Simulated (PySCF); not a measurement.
C4H4BN, SMILES C(#C)B(N)C#C. The structure is a stationary point at r2SCAN-D4/def2-SVP. This is a generated structure with no PubChem entry under its InChIKey; it may be hypothetical. The values are those of a single conformer.

All values below come from r2SCAN-D4/def2-SVP (PySCF).

Harmonic wavenumbers (cm⁻¹): 111, 184, 208, 280, 430, 501, 531, 645, 647, 651, 680, 682, 725, 726, 852, 1191, 1359, 1588, 2155, 2161, 3465, 3465, 3596, 3713. Rotational constants (GHz): 5.652, 2.488, 1.728; symmetry number 2.

Q: Work out the zero-point energy and the ideal-gas rigid-rotor harmonic-oscillator thermochemistry at 298.15 K and 1 atm.

A: ZPE = ½ Σ hcν = ½ × 30545 cm⁻¹ = 43.67 kcal/mol. H − E(el) = 48.51 kcal/mol. Entropy in cal/(mol K): translation 38.93, rotation 25.61, vibration 13.82, total 78.36. G − E(el) = 25.15 kcal/mol. Cp = 26.19 cal/(mol K). Modes under 150 cm⁻¹ make the vibrational entropy uncertain.
